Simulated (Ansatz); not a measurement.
BrH₃O₃Zr (`[OH][Zr]([OH])([OH])[Br]`). The species carries charge 0 and has multiplicity 1. Correlated methods include outer-core shells of Br, Zr, which these sets cover unevenly. Scalar relativity is left out up to krypton. Zr: def2 effective core potential.

```xyz
8

O     0.187    0.782   -1.649
Zr    0.262   -0.138    0.023
O     0.090    1.107    1.461
O    -1.135   -1.438    0.115
Br    2.505   -1.320    0.216
H     0.147    1.450   -2.328
H    -0.187    1.566    2.248
H    -1.870   -2.009   -0.086
```

Task: Give the diagnostics of a CCSD(T)/def2-TZVPP run (frozen core, the Gaussian-basis code of Ansatz). (An estimate is asked.)

Result: Computed: T1 = 0.0149, largest single amplitude 0.034, largest double 0.026, (T) share of the correlation energy 3.8 %, 10 CCSD cycles. The RHF solution is stable towards an unrestricted one. T1 lies under the customary mark of 0.02 for closed shells.
